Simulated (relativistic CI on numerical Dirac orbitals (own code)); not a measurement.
## Ligand-field terms of d3

Computed with a parametric ligand-field model of a d^n configuration (Racah B and C, spin-orbit zeta, crystal field), exact diagonalisation.

Field parameters in Wybourne normalisation: D3d B²₀ = −7Dσ, B⁴₀ = −14Dq − 21Dτ, B⁴₃ = −14√(10/7) Dq; D4h B²₀ = −7Ds, B⁴₀ = 21(Dq − Dt), B⁴₄ = 21√(5/14) Dq; Td as Oh with Dq negative (B⁴₀ = 21Dq, B⁴₄ = √(5/14) B⁴₀). The field is a parameter set, without covalency.

Q: Ground term and bands for B = 860, C = 3460, ζ = 0 cm⁻¹, D3d, 10Dq = 20550, Dσ = 1200, Dτ = 300 cm⁻¹?

A: Ground term 4A2 with 0.00 electrons in the two orbitals of the cubic e set. Spin-allowed: 4A1 19916 cm⁻¹ (502 nm), 4E 21980 cm⁻¹ (455 nm), 4A2 29225 cm⁻¹ (342 nm), 4E 31652 cm⁻¹ (316 nm). Lowest spin-forbidden: 2E 14556 cm⁻¹ (687 nm), 2A2 17256 cm⁻¹ (580 nm), 2E 17510 cm⁻¹ (571 nm).

Q: A d3 ion in Td symmetry has the ground term 4T1 and bands at 2E 1018 cm⁻¹, 4T2 7123 cm⁻¹ (1404 nm), 2T1 7840 cm⁻¹ (1276 nm), 2T2 8138 cm⁻¹ (1229 nm), 4T1 13245 cm⁻¹ (755 nm), 4A2 15023 cm⁻¹ (666 nm). Which parameters reproduce them?

A: B = 460, C = 1840, ζ = 0 cm⁻¹, Td, 10Dq = -7900 cm⁻¹.

Q: Ground term and bands for B = 420, C = 1800, ζ = 0 cm⁻¹, Td, 10Dq = -1450 cm⁻¹?

A: Ground term 4T1 with 1.86 electrons in the two orbitals of the cubic e set. Spin-allowed: 4T2 1207 cm⁻¹, 4A2 2657 cm⁻¹, 4T1 7263 cm⁻¹ (1377 nm). Lowest spin-forbidden: 2E 6735 cm⁻¹ (1485 nm), 2T2 7530 cm⁻¹ (1328 nm), 2T1 7597 cm⁻¹ (1316 nm).

Q: Ground term and bands for B = 410, C = 2050, ζ = 0 cm⁻¹, D4h, 10Dq = 25950, Ds = 3000, Dt = 0 cm⁻¹?

A: Ground term 4B1 with 0.00 electrons in the two orbitals of the cubic e set. Spin-allowed: 4A2 18720 cm⁻¹ (534 nm), 4E 23841 cm⁻¹ (419 nm), 4B2 25950 cm⁻¹ (385 nm), 4E 38501 cm⁻¹ (260 nm). Lowest spin-forbidden: 2E 3192 cm⁻¹ (3133 nm), 2A1 9309 cm⁻¹ (1074 nm), 2B1 9502 cm⁻¹ (1052 nm).

Q: Ground term and bands for B = 520, C = 2360, ζ = 0 cm⁻¹, D3d, 10Dq = 21350, Dσ = 1200, Dτ = 250 cm⁻¹?

A: Ground term 4A2 with 0.00 electrons in the two orbitals of the cubic e set. Spin-allowed: 4A1 20658 cm⁻¹ (484 nm), 4E 22313 cm⁻¹ (448 nm), 4A2 26839 cm⁻¹ (373 nm), 4E 29655 cm⁻¹ (337 nm). Lowest spin-forbidden: 2E 8602 cm⁻¹ (1162 nm), 2A2 11329 cm⁻¹ (883 nm), 2E 11568 cm⁻¹ (864 nm).
